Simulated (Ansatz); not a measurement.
C4H12Mo, SMILES [CH3][Mo]([CH3])([CH3])[CH3], multiplicity 1.

Geometry optimised at B3LYP-D3(BJ)/def2-SVP. The spin state was assumed, not searched. The def2 effective core potentials stand for the cores of Mo; spin–orbit coupling is left out.

Two levels are set side by side: PBE/def2-SVPD (Ansatz, a program for electronic structure) and CAM-B3LYP/def2-SVPD (Ansatz). Energy differences of separate SCF runs at the same geometry; the states with an electron removed or added have multiplicity 2 and 2. Differences are taken from unrounded values.

```
quantity                           CAM-B3LYP    PBE  PBE minus CAM-B3LYP
---------------------------------  ---------  -----  -------------------
vertical ionisation energy (eV)         6.31   5.95                -0.36
vertical electron affinity (eV)         0.63   0.46                -0.16
vertical singlet–triplet gap (eV)      -0.57  -0.54                 0.03
```
